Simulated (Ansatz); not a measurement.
Consider the cleavage of the Sb–Si bond: `[SiH3][Sb]([Cl])[Cl]` + CH₃OH → `C[O][Sb]([Cl])[Cl]` + SiH₄.

Computed with Ansatz on PBE0-D4/def2-TZVP structures; ΔE is electronic, products minus reactants. CBS: MP2 limit from def2 TZ/QZ plus the TZ coupled-cluster correction, frozen cores. This one scheme is used for every species. DFT in def2-TZVPP. def2 core potentials past Kr. For Sb outer-core shells are correlated without core-valence functions, which leaves a few kJ/mol of doubt a bond. One conformer a species, not always the lowest.

Question: Is it downhill or uphill in electronic energy at CCSD(T)/CBS, and by how much? (Estimate.)

Answer: Computed: Downhill: ΔE = -0.28 eV.

Question: What do these levels give: B97M-V, revPBE, BHLYP, CCSD/def2-TZVPP, SCS-MP2/def2-QZVPP, CCSD/CBS(def2)? (Estimate.)

Answer: Ansatz gave: B97M-V -0.40, revPBE -0.16, BHLYP -0.26, CCSD/def2-TZVPP -0.26, SCS-MP2/def2-QZVPP -0.36, CCSD/CBS(def2) -0.25 eV.

Largest T1 diagnostic among the species: 0.013.

Leaving LDA and LC-ωPBE aside and taking each functional with its dispersion term where it has one, the values, not all of them listed here, spread over 0.27 eV, from B97M-V to HSE06-D4. In def2-TZVPP, CCSD(T) changes the Hartree–Fock value by −0.04 eV (the triples alone add −0.03 eV) and MP2 by −0.08 eV. At CCSD(T), def2-SVP lies +0.04 eV from the extrapolated value and def2-TZVPP −0.01 eV.
